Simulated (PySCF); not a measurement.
An EPR job on `[H]/N=C\[C]1COC=C1C#N` [radical].

Computed with UKS B3LYP, pcH-1 on C H N O, non-relativistic, mean-field spin-orbit, GIAO (PySCF 2.14.0). Geometry: GFN2-xTB. A driver script takes a list of jobs; this job's settings line and coordinates (Å) are shown.

Command:
```bash
OMP_NUM_THREADS=1 python probes_run.py task.json out
```

Input:
```
{"job": {"kind": "epr", "basis": "pcH-1"}, "charge": 0, "multiplicity": 2}
N      1.052923     3.239672    -0.657814
C      0.979059     2.128069    -0.390593
C      0.876088     0.764200    -0.067268
C      1.915843    -0.065342     0.280426
O      1.524852    -1.316866     0.533368
C      0.113283    -1.386662     0.354022
C     -0.315098    -0.004158    -0.044096
C     -1.633393     0.419581    -0.328735
N     -2.708496    -0.274686    -0.307324
H      2.964142     0.149425     0.374128
H     -0.341732    -1.723880     1.295947
H     -0.103260    -2.143216    -0.413334
H     -1.748822     1.465975    -0.598455
H     -2.576067    -1.252585    -0.052439
```

Output:
```
UKS, coarse grid
  cycle   1  E = -416.17501921  |g| = 5.33e-01
  cycle   2  E = -415.68444335  |g| = 1.16e+00
  cycle   3  E = -416.29316055  |g| = 1.62e-01
  cycle   4  E = -416.30168629  |g| = 9.44e-02
  cycle   5  E = -416.30513509  |g| = 2.96e-02
  cycle   6  E = -416.30558096  |g| = 1.16e-02
  cycle   7  E = -416.30568061  |g| = 7.23e-03
  cycle   8  E = -416.30572927  |g| = 3.19e-03
  cycle   9  E = -416.30574176  |g| = 1.33e-03
  cycle  10  E = -416.30574473  |g| = 5.18e-04
UKS, final grid
  cycle   1  E = -416.30572147  |g| = 7.35e-04
  cycle   2  E = -416.30572087  |g| = 1.39e-03
  cycle   3  E = -416.30572181  |g| = 1.78e-04
  cycle   4  E = -416.30572183  |g| = 9.72e-05
  cycle   5  E = -416.30572185  |g| = 1.11e-04
  cycle   6  E = -416.30572186  |g| = 2.10e-05
E = -416.30572186 Eh   <S^2> = 0.7789 (exact 0.7500)
g shifts (ppm)      1          2          3
  rmc          -192       -192       -192
  gc            -14         39         33
  oz_so         -24       1826       2245
  total        -230       1674       2086
hyperfine (MHz)  atom isotope    a_iso     a_fc   dipolar eigenvalues
    0   14N      -0.75      -0.75     -2.30      0.67      1.64
    1   13C       5.80       5.80     -1.43     -0.15      1.58
    2   13C     -32.42     -32.42    -15.87      7.32      8.56
    3   13C      29.36      29.36    -30.02    -28.58     58.60
    4   17O     -13.21     -13.21    -39.39     18.73     20.66
    5   13C     -26.58     -26.58     -0.60     -0.20      0.79
    6   13C      48.69      48.69    -43.89    -43.31     87.20
    7   13C     -31.88     -31.88    -17.77      6.14     11.62
    8   14N      11.44      11.44    -15.40    -15.19     30.59
    9    1H     -26.53     -26.53    -14.69     -1.12     15.80
   10    1H      95.68      95.68     -3.41     -0.35      3.76
   11    1H      95.86      95.86     -3.41     -0.35      3.76
   12    1H       4.69       4.69     -4.05     -0.67      4.73
   13    1H     -21.79     -21.79    -14.99     -4.44     19.44
```

rmc, gc and oz_so are the mass-correction, gauge-correction and orbital-Zeeman/spin–orbit parts of the g shift along its three principal axes; a_iso is the isotropic hyperfine coupling and a_fc its Fermi-contact part. The program numbers atoms from 0.

Task: How far is ⟨S²⟩ from the pure-spin value?

Result: S = 0.5 gives S(S+1) = 0.75; the run has 0.7789, 0.0289 more.

Main results: ⟨S²⟩ 0.779; g_iso 2.0035.

One conformer (not necessarily the lowest) at the GFN2-xTB geometry, without solvent, vibrations or thermal averaging.

On one thread of an Arm Neoverse V1, no GPU, on a shared host, this took 81 s (grids of density and orbitals included) and 1.1 GiB of memory at its peak.
Labels such as C1 count atoms from 1, the log's own numbers from 0.
